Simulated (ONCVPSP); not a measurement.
**Building the ONCV potential for gold (PBE, non-relativistic).**

The input file (ONCVPSP 4.0.1):

```
# ATOM AND REFERENCE CONFIGURATION
# atsym  z   nc   nv     iexc    psfile
  Au 79.00   12    2        4      upf
#
#   n    l    f
    1    0    2.00
    2    0    2.00
    2    1    6.00
    3    0    2.00
    3    1    6.00
    3    2   10.00
    4    0    2.00
    4    1    6.00
    4    2   10.00
    4    3   14.00
    5    0    2.00
    5    1    6.00
    5    2   10.00
    6    0    0.50
#
# PSEUDOPOTENTIAL AND OPTIMIZATION
# lmax
    3
#
#   l,   rc,      ep,       ncon, nbas, qcut
    0    2.90    0.00    3    7    1.90
    1    2.30    0.47    4    8    4.00
    2    1.30    0.00    5    9    6.30
    3    2.95    0.42    3    6    3.80
#
# LOCAL POTENTIAL
# lloc, lpopt,  rc(5),   dvloc0
    4    5    1.10    2.00
#
# VANDERBILT-KLEINMAN-BYLANDER PROJECTORs
# l, nproj, debl
    0    2    1.10
    1    2    2.10
    2    2    0.60
    3    1    3.70
#
# MODEL CORE CHARGE
# icmod, fcfact, rcfact
    2    0.75    0.85
#
# LOG DERIVATIVE ANALYSIS
# epsh1, epsh2, depsh
   -2.00    5.00    0.02
#
# OUTPUT GRID
# rlmax, drl
    6.00    0.01
#
# TEST CONFIGURATIONS
# ncnf
    4
# nvcnf
#   n    l    f
    2
    5    2   10.00
    6    0    1.00
#
    2
    5    2   10.00
    6    0    0.00
#
    2
    5    2    9.00
    6    0    0.00
#
    2
    5    2    7.00
    6    0    0.00
#
```

Command:

```bash
oncvpspnr.x < Au.dat > Au.out
```

Resulting log (shortened: citation, most of the input echo, consistency checks and plot data are left out):

```
ONCVPSP  (Optimized Norm-Conservinng Vanderbilt PSeudopotential)
scalar-relativistic version 4.0.1

#   n    l    f        energy (Ha)
    1    0    2.00    -2.6855197E+03
    2    0    2.00    -4.4826397E+02
    2    1    6.00    -4.3096232E+02
    3    0    2.00    -1.0501139E+02
    3    1    6.00    -9.6855837E+01
    3    2   10.00    -8.1641144E+01
    4    0    2.00    -2.2253234E+01
    4    1    6.00    -1.8735004E+01
    4    2   10.00    -1.2267862E+01
    4    3   14.00    -3.6055368E+00
    5    0    2.00    -3.2425590E+00
    5    1    6.00    -2.1316193E+00
    5    2   10.00    -4.3337057E-01
    6    0    0.50    -2.6622064E-01

Reference configufation results
  iterations    27
  all-electron total energy (Ha)   -1.78690248D+04

Begin loop to  construct optimized pseudo wave functions
and semi-local pseudopoentials for all angular momenta

   Wellstate for l =  0  n =  8
     eigenvalue =   0.8338
     asymptotic potential =   1.3338
     half-point radius =  6.4251

Calculating optimized projector #   1

 for l=   0

    Fraction of norm inside rc  0.466956
    Optimizing pswf for qcut=   1.90 a_B^-1,  ecut=   1.80 Ha
    Residual kinetic energy error=  4.18D-03 Ha

    Energy error per electron        Cutoff
         Ha          eV             Ha
         0.01000     0.27211        1.22
         0.00100     0.02721        6.89
         0.00010     0.00272       17.37
         0.00001     0.00027       37.51

Calculating optimized projector #   2

 for l=   0

    Fraction of norm inside rc  0.133226
    Optimizing pswf for qcut=   1.90 a_B^-1,  ecut=   1.80 Ha
    Residual kinetic energy error=  5.71D-02 Ha

    Energy error per electron        Cutoff
         Ha          eV             Ha
         0.01000     0.27211        2.78
         0.00100     0.02721       10.13
         0.00010     0.00272       19.42
         0.00001     0.00027       24.18

   Wellstate for l =  1  n =  7
     eigenvalue =   0.4700
     asymptotic potential =   0.9700
     half-point radius =  5.9066

   Wellstate for l =  1  n =  8
     eigenvalue =   2.5700
     asymptotic potential =   3.0700
     half-point radius =  4.1024

Calculating optimized projector #   1

 for l=   1

    Fraction of norm inside rc  0.142433
    Optimizing pswf for qcut=   4.01 a_B^-1,  ecut=   8.03 Ha
    Residual kinetic energy error=  1.65D-04 Ha

    Energy error per electron        Cutoff
         Ha          eV             Ha
         0.01000     0.27211        2.59
         0.00100     0.02721        4.22
         0.00010     0.00272       15.08
         0.00001     0.00027       38.12

Calculating optimized projector #   2

 for l=   1

    Fraction of norm inside rc  0.141290
    Optimizing pswf for qcut=   4.01 a_B^-1,  ecut=   8.03 Ha
    Residual kinetic energy error=  1.52D-02 Ha

    Energy error per electron        Cutoff
         Ha          eV             Ha
         0.01000     0.27211        8.64
         0.00100     0.02721       21.73
         0.00010     0.00272       48.92
         0.00001     0.00027       58.67

   Wellstate for l =  2  n =  6
     eigenvalue =   0.1666
     asymptotic potential =   0.6666
     half-point radius =  7.4714

Calculating optimized projector #   1

 for l=   2

    Fraction of norm inside rc  0.400331
    Optimizing pswf for qcut=   6.31 a_B^-1,  ecut=  19.92 Ha
    Residual kinetic energy error=  9.11D-04 Ha

    Energy error per electron        Cutoff
         Ha          eV             Ha
         0.01000     0.27211       15.46
         0.00100     0.02721       19.93
         0.00010     0.00272       53.52
         0.00001     0.00027      154.76

Calculating optimized projector #   2

 for l=   2

    Fraction of norm inside rc  0.037904
    Optimizing pswf for qcut=   6.31 a_B^-1,  ecut=  19.92 Ha
    Residual kinetic energy error=  1.25D-04 Ha

    Energy error per electron        Cutoff
         Ha          eV             Ha
         0.01000     0.27211       11.19
         0.00100     0.02721       16.07
         0.00010     0.00272       20.42
         0.00001     0.00027       81.92

   Wellstate for l =  3  n =  5
     eigenvalue =   0.4200
     asymptotic potential =   0.9200
     half-point radius =  5.1710

Calculating optimized projector #   1

 for l=   3

    Fraction of norm inside rc  0.232125
    Optimizing pswf for qcut=   3.80 a_B^-1,  ecut=   7.23 Ha
    Residual kinetic energy error=  1.01D-04 Ha

    Energy error per electron        Cutoff
         Ha          eV             Ha
         0.01000     0.27211        3.63
         0.00100     0.02721        5.63
         0.00010     0.00272        7.53
         0.00001     0.00027       18.22

Construct Vanderbilt / Kleinmman-Bylander projectors

B matrix Hermiticity error, ll=   0
   1   2    3.2985E-08

  Orthonormal projector coefficients  9.4938E+00  1.1587E+00

B matrix Hermiticity error, ll=   1
   1   2   -3.3237E-08

  Orthonormal projector coefficients  1.2924E+01  3.1726E+00

B matrix Hermiticity error, ll=   2
   1   2   -3.9965E-10

  Orthonormal projector coefficients  1.4530E+01  3.4981E+00

Model core correction analysis
  based on d2Exc/dn_idn_j

d2excae - all-electron derivatives

   -1.707211D-02   -8.046634D-03
   -8.046066D-03   -3.026197D-02

d2excps - pseudofunction derivatives with no core correction

   -2.606518D-02   -9.685379D-03
   -9.684576D-03   -3.042270D-02

rms 2nd derivative error    4.644121E-03

amplitude prefactor, scale prefactor
    8.5086    1.2529

d2excps - pseudofunction derivatives with core correction

   -1.772884D-02   -8.799242D-03
   -8.798450D-03   -3.007198D-02

rms 2nd derivative error    6.324365E-04

Pseudoatom total energy  -34.439924

Diagnostic tests using Vanderbilt-Kleinman-Bylander pseudopotentials
  1 or more projectors used as specified by nproj input data

   l    rcore       rmatch      e in        delta e   norm test  slope test

   0   2.9170299   3.0055973  -0.2662206   0.0000522   1.0000579   1.0008662
   0   2.9170299   3.0055973   0.8337794  -0.0000041   0.9999584   0.9999584

   1   2.3100407   2.3801786   0.4700000  -0.0000001   1.0000000   1.0000000
run_diag: lschvkbbe ERROR   2   3   1  60  2.57000000E+00  2.26300000E+00
   1   2.3100407   2.3801786   2.5700000  -0.3070000   8.6427704   1.0624996

   2   1.3008089   1.3403042  -0.4333706   0.0000000   1.0000000   1.0000000
   2   1.3008089   1.3403042   0.1666294   0.0000000   1.0000000   1.0000000

   3   2.9521393   3.0417726   0.4200000  -0.0000568   1.0000087   1.0000087

 Testing for bound ghosts
   n   l    E NL Schr. Eq   E Basis Diag.   E Cutoff

       0                       -6.515272     21.99  WARNING - GHOST(-)
   1   0       -0.266168       -0.265485     21.99

       1                       -0.893864     56.43  WARNING - GHOST(-)
   2   1       -0.121610       -0.093015     56.43

   3   2       -0.433371       -0.419794    261.37

       3                      -11.944796     16.66  WARNING - GHOST(-)

 Testing for highly-localized positive-energy ghosts
       l    <radius>/rc     E Basis Diag.   E Cutoff

       0        0.434225        1.480834     21.99  WARNING - GHOST(+)

       1        0.289397       11.822775     56.43  WARNING - GHOST(+)

Test configuration 0

   n   l     f        eae           eps        diff
   1   0  2.0000-2685.51971531
   2   0  2.0000 -448.26396674
   2   1  6.0000 -430.96232396
   3   0  2.0000 -105.01138596
   3   1  6.0000  -96.85583667
   3   2 10.0000  -81.64114436
   4   0  2.0000  -22.25323436
   4   1  6.0000  -18.73500434
   4   2 10.0000  -12.26786244
   4   3 14.0000   -3.60553675
   5   0  2.0000   -3.24255896
   5   1  6.0000   -2.13161933
   5   2 10.0000   -0.43337057   -0.43337057    0.00D+00
   6   0  0.5000   -0.26622064   -0.26616848    5.22D-05

    Total energies and differences
      AE_ref= -1.78690248D+04  AE_tst= -1.78690248D+04  dif=  0.00D+00
      PS_ref= -3.44399241D+01  PS_tst= -3.44399241D+01  dif=  7.11D-15
      PSP excitation error= -7.11D-15

Test configuration 1

   n   l     f        eae           eps        diff
   1   0  2.0000-2685.38303996
   2   0  2.0000 -448.12804114
   2   1  6.0000 -430.82637639
   3   0  2.0000 -104.87519113
   3   1  6.0000  -96.71965002
   3   2 10.0000  -81.50504166
   4   0  2.0000  -22.11687192
   4   1  6.0000  -18.59864672
   4   2 10.0000  -12.13152490
   4   3 14.0000   -3.46917526
   5   0  2.0000   -3.10513686
   5   1  6.0000   -1.99379020
   5   2 10.0000   -0.29651529   -0.29623210    2.83D-04
   6   0  1.0000   -0.15142552   -0.15149347   -6.80D-05

    Total energies and differences
      AE_ref= -1.78690248D+04  AE_tst= -1.78691288D+04  dif= -1.04D-01
      PS_ref= -3.44399241D+01  PS_tst= -3.45439063D+01  dif= -1.04D-01
      PSP excitation error=  1.01D-06

Test configuration 2

   n   l     f        eae           eps        diff
   1   0  2.0000-2685.66900830
   2   0  2.0000 -448.41229276
   2   1  6.0000 -431.11068134
   3   0  2.0000 -105.16001413
   3   1  6.0000  -97.00445654
   3   2 10.0000  -81.78966481
   4   0  2.0000  -22.40204143
   4   1  6.0000  -18.88380446
   4   2 10.0000  -12.41663516
   4   3 14.0000   -3.75432829
   5   0  2.0000   -3.39242186
   5   1  6.0000   -2.28185846
   5   2 10.0000   -0.58188199   -0.58253157   -6.50D-04

    Total energies and differences
      AE_ref= -1.78690248D+04  AE_tst= -1.78688611D+04  dif=  1.64D-01
      PS_ref= -3.44399241D+01  PS_tst= -3.42762324D+01  dif=  1.64D-01
      PSP excitation error=  2.29D-05

Test configuration 3

   n   l     f        eae           eps        diff
   1   0  2.0000-2686.16786968
   2   0  2.0000 -448.91268856
   2   1  6.0000 -431.61105876
   3   0  2.0000 -105.65920006
   3   1  6.0000  -97.50369050
   3   2 10.0000  -82.28920581
   4   0  2.0000  -22.90037123
   4   1  6.0000  -19.38213262
   4   2 10.0000  -12.91497950
   4   3 14.0000   -4.25237819
   5   0  2.0000   -3.88092693
   5   1  6.0000   -2.76497796
   5   2  9.0000   -1.03318599   -1.03802133   -4.84D-03

    Total energies and differences
      AE_ref= -1.78690248D+04  AE_tst= -1.78680579D+04  dif=  9.67D-01
      PS_ref= -3.44399241D+01  PS_tst= -3.34706263D+01  dif=  9.69D-01
      PSP excitation error= -2.36D-03

Test configuration 4

   n   l     f        eae           eps        diff
   1   0  2.0000-2687.34175882
   2   0  2.0000 -450.09040704
   2   1  6.0000 -432.78909790
   3   0  2.0000 -106.82980682
   3   1  6.0000  -98.67462955
   3   2 10.0000  -83.46167523
   4   0  2.0000  -24.06547675
   4   1  6.0000  -20.54717284
   4   2 10.0000  -14.07992171
   4   3 14.0000   -5.41563607
   5   0  2.0000   -5.00312758
   5   1  6.0000   -3.87062906
   5   2  7.0000   -2.06575785   -2.09358447   -2.78D-02

    Total energies and differences
      AE_ref= -1.78690248D+04  AE_tst= -1.78649842D+04  dif=  4.04D+00
      PS_ref= -3.44399241D+01  PS_tst= -3.03676574D+01  dif=  4.07D+00
      PSP excitation error= -3.16D-02
```

oncvpspnr.x prints “scalar-relativistic version” in its banner although the run is non-relativistic.

Note: ghosts flagged at negative energy: s at -177.3 eV, p at -24.3 eV, f at -325.0 eV; GHOST(+) flagged for s at 40.3 eV, p at 321.7 eV. A true bound ghost makes a file unfit for plane-wave use.

The run took about 3.6 s on one core of a shared server CPU.
